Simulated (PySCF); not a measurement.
Stretching Rb₂

Set-up: PySCF, scalar-relativistic core potentials, basis sets Rb def2-SVP with ECP28. Energies in eV from Rb + Rb in their ground configurations at the same level. State: singlet, closed shell.

| R (Å) | BHandHLYP |
| --- | --- |
| 3.701 | -0.2741 |
| 3.874 | -0.3317 |
| 4.046 | -0.3651 |
| 4.175 | -0.3770 |
| 4.304 | -0.3794 |
| 4.433 | -0.3737 |
| 4.605 | -0.3559 |
| 4.821 | -0.3210 |
| 5.079 | -0.2660 |
| 5.423 | -0.2056 |

**Question.** Put a parabola through the three lowest points of the BHandHLYP curve and estimate Re, k and ωe (reduced mass 42.46 u; 1 eV/Å² = 0.16022 mdyn/Å; ωe = 1302.8·√(k/μ) cm⁻¹).

**Answer.** Through R = 4.175, 4.304, 4.433 Å the second-order coefficient is 0.243 eV/Å², so Re ≈ 4.278 Å, k ≈ 0.0780 mdyn/Å and ωe ≈ 56 cm⁻¹. A polynomial fit of higher order to the unrounded BHandHLYP energies gives Re = 4.274 Å, k = 0.0800 mdyn/Å, ωe = 56.6 cm⁻¹; anharmonicity and rounding make the difference.

The higher-order fit for each curve: BHandHLYP: Re = 4.274 Å, ωe = 56.6 cm⁻¹, De = 0.380 eV.

Closed-shell solutions of metal pairs were not tested for spin polarisation, which can lower them a little. The bond is weak. Basis-set superposition, not corrected here, can be much of De in a small basis, most of all at correlated wavefunction levels. Functionals without a dispersion term scatter widely for such bonds, and LDA overbinds them. ⟨S²⟩ of the unrestricted solution departs from its pure value on part of the curve, where spin states mix.
